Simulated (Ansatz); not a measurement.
Gas-phase electronic energies from Ansatz, PBE0-D4/def2-TZVP geometries. CCSD(T)/CBS adds triple-zeta CCSD(T) − MP2 to the extrapolated MP2 energy (def2 sets, frozen cores). This one scheme is used for every species. One conformer a species, not always the lowest.

Consider the cleavage of the Si–Si bond: `F[Si](F)(Cl)[SiH](Cl)Cl` + CH₃SH → `CS[Si](F)(F)Cl` + `Cl[SiH2]Cl`.

```tsv
species	CCSD/CBS(def2) energy (Eh)
`F[Si](F)(Cl)[SiH](Cl)Cl`	-2157.92418
CH₃SH	-438.21275
`CS[Si](F)(F)Cl`	-1386.25631
`Cl[SiH2]Cl`	-1209.90999
```

Problem. Work out ΔE.

Solution. ΔE = (-1386.25631) + (-1209.90999) − (-2157.92418) − (-438.21275) = -0.02937 Eh = -77.1 kJ/mol. CCSD(T)/CBS gives -76.9 kJ/mol.

Largest T1 diagnostic among the species: 0.011.

From BLYP to BHLYP (50 % exact exchange), in def2-TZVPP and without D4, ΔE moves by −11.1 kJ/mol. Leaving LDA and LC-ωPBE aside and taking each functional with its dispersion term where it has one, the values, not all of them listed here, spread over 16.6 kJ/mol, from ωB97M-V to PBE-D4. The D4 term adds +3.5 kJ/mol with B3LYP and +2.4 kJ/mol with PBE0; it sums over pairs of atoms, weighted by their polarisabilities, and B3LYP, whose exchange is more repulsive, gets the larger term.

B3LYP here is the variant with VWN-RPA as its local correlation; programs differ in this.
